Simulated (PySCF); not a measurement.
A calculated (PBE, PySCF 2.14, x2c-QZVPPall, scalar relativity by spin-free X2C-1e) atom or ion has these occupied shells.

```
shell  electrons  orbital energy (eV)  rms radius, mean of both spins (bohr)
 1s α          1              -2094.0                                  0.120
 1s β          1              -2093.7                                  0.120
 2s α          1              -184.46                                  0.567
 2s β          1              -184.21                                  0.567
 2p α          3              -135.04                                  0.543
 2p β          3              -134.70                                  0.543
 3s α          1              -23.991                                   1.96
 3s β          1              -21.937                                   1.96
 3p α          2              -14.972                                   2.29
```

(1) Name the element and its charge.

Results:

(1) P⁺ (phosphorus, charge +1), in [Ne] 3s2 3p2, high-spin 3P determinant.
